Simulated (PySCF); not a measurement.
Computed IR spectrum (relative IR intensity) of a molecule C5H5FO. The structure is a stationary point at PBE-D3(BJ)/def2-SVP. One conformer was computed; it need not be the lowest. These are PySCF with PBE-D3(BJ)/def2-SVP values and carry that method's errors. Frequencies are harmonic and unscaled.

Lines under 2 % of the strongest are left out, and lines within 2 cm⁻¹ are merged.

ν (cm⁻¹): 593 (vw), 760 (vw), 763 (w), 850 (vw), 915 (vw), 960 (vw), 1002 (w), 1068 (m), 1178 (w), 1242 (w), 1330 (m), 1364 (w), 1400 (vw), 1672 (m), 1787 (vs), 2970 (w), 3006 (vw) (against the strongest line: vs over 80 %, s over 45 %, m over 15 %, w over 4 %, vw less)

Which structure fits?
A. O=C1CCC=C1F
B. O=C[C@]1(F)C=CC1
C. C=C(F)C1=CCO1
D. F/C=C/C1=COC1

A, O=C1CCC=C1F
